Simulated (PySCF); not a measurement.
A structure optimised at PBE0-D3(BJ)/def2-SVP, used in a PySCF frequency run:

```xyz
12

N     -1.2304    -1.5050    -0.5825
Sn     0.0086    -0.0017    -0.0078
N      1.9749    -0.4612     0.1534
N     -0.2913     1.4722    -1.3759
O     -0.4646     0.4413     1.8714
H     -0.8977    -2.4152    -0.2682
H     -1.3198    -1.5525    -1.5965
H      2.5501    -0.0092    -0.5545
H      2.3415    -0.2111     1.0703
H     -1.2787     1.6281    -1.5731
H      0.1021     2.3646    -1.0817
H     -1.3817     0.2081     2.0571
```

### Question
Write its SMILES and formula.

### Answer
[NH2][Sn]([NH2])([NH2])[OH], H7N3OSn

### Question
What are its rotational constants (standard atomic weights)?

### Answer
2.8787, 2.7011, 2.4788 GHz
